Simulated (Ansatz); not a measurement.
C$_{2}$H$_{7}$FSSi (`FC[SiH2]CS`), charge 0, multiplicity 1.

Problem. Give a relaxed structure at PBE0-D4/def2-TZVP (the Gaussian-basis code of Ansatz). (Best estimate.)

Solution. The calculation gave: 
Z-matrix (Å, degrees):
```
C
Si 1 1.891
F 1 1.395 2 109.2
H 1 1.094 2 111.1 3 119.1
H 1 1.095 2 112.0 3 -119.7
C 2 1.876 1 109.3 3 -60.5
H 2 1.489 1 109.4 3 60.9
H 2 1.490 1 108.6 3 -179.9
S 6 1.814 2 111.4 1 -64.6
H 6 1.091 2 113.1 1 169.8
H 6 1.094 2 108.5 1 50.9
H 9 1.343 6 97.2 2 -54.6
```
This is one stationary point; other conformers may exist.
